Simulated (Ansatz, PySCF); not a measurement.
Gas-phase reaction (SMILES): CCCCl [1-chloropropane] -> CC[CH]Cl + H atom; the C-H bond at the site shown breaks (other sites are not compared here).

Geometries: B3LYP-D3(BJ)/def2-TZVP minima from Ansatz (a program for electronic structure), one conformer each, not searched for the lowest. Cores are frozen in the correlated levels unless marked. UHF or UKS for open shells. No spin-orbit coupling. Non-relativistic. Basis-set limits of correlation are two-point, X^-3; Hartree-Fock from the larger set. [CCSD(T)-MP2]/basis is that difference in the basis named. Thermal terms are rigid-rotor harmonic-oscillator values from B3LYP-D3(BJ) frequencies (PySCF) at 298.15 K and 1 atm. 1 Eh = 627.5095 kcal/mol. Atoms have translation alone. Electronic entropy comes from spin alone.

| species | E, RI-MP2/CBS(cc-pV(T+d)Z,cc-pV(Q+d)Z)+[CCSD(T)-MP2]/cc-pV(D+d)Z (Ansatz) (Eh) | E, B3LYP-D3(BJ)/def2-TZVPD (Ansatz + dftd3) (Eh) | H - E (Eh) | G - E (Eh) |
|---|---|---|---|---|
| CCCCl | -578.14453 | -578.83235 | 0.10120 | 0.06633 |
| CC[CH]Cl | -577.47507 | -578.16723 | 0.08695 | 0.05063 |
| H atom | -0.49995 | -0.50215 | 0.00236 | -0.01065 |

Question: Work out ΔE and ΔH, ΔG, ΔS and the equilibrium constant at 298.15 K at the first level, then ΔH at the second.

Answer: 
1. ΔE = [(-577.47507) + (-0.49995)] - [(-578.14453)] = 0.16951 Eh = 106.4 kcal/mol at RI-MP2/CBS(cc-pV(T+d)Z,cc-pV(Q+d)Z)+[CCSD(T)-MP2]/cc-pV(D+d)Z.
2. The terms H - E add up to -0.01189 Eh, so ΔH = (0.16951 + (-0.01189))×627.5095 = 98.9 kcal/mol.
3. The terms G - E add up to -0.02635 Eh, so ΔG = 89.8 kcal/mol, and ΔS = (-0.01189 - (-0.02635))×627509.5/298.15 = 30.4 cal/(mol K).
4. log10 K = -ΔG/(RT ln 10) = -65.8, with RT ln 10 = 1.3642 kcal/mol.
5. With ΔH and ΔS taken as constant, ΔG changes sign near ΔH/ΔS = 3250 K, a rough figure that leaves out heat capacities.
6. At B3LYP-D3(BJ)/def2-TZVPD the same steps give ΔE = 102.3 and ΔH = 94.8 kcal/mol, a shift of -4.1 from the first level.
7. These values are not checked against measurement here, since the tables used lack a sound gas-phase enthalpy of formation for at least one species.
